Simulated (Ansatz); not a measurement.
Species: CH$_{3}$O$_{2}$, charge 0, multiplicity 2. It need not be the lowest isomer of its formula. SMILES: O[CH]O
Coordinates optimised at B3LYP-D3(BJ)/def2-TZVP (Ansatz, a first-principles code):
```xyz
6

O     -1.1819     0.1242     0.0417
C      0.0045    -0.4823    -0.2166
O      1.0786     0.3031     0.1537
H     -1.0918     1.0659    -0.1570
H      0.0095    -1.5194     0.1190
H      1.8821    -0.0708    -0.2250
```
Charge 0, spin multiplicity 2.

Parts of the frozen-core correlation energy in cc-pVTZ (Ansatz, hartree). Frozen orbitals: 3; correlated occupied orbitals by spin: 10 and 9; virtual: 119 and 120. UHF or UKS for open shells. Spin-orbit coupling is left out. Non-relativistic.

```csv
term,value
reference (HF),-189.36040
MP2 opposite-spin,-0.46702
MP2 same-spin,-0.15864
CCSD correlation,-0.64082
(T),-0.02328
T1 diagnostic,0.015
largest doubles amplitude,0.014
<S^2> of the reference,0.758
```
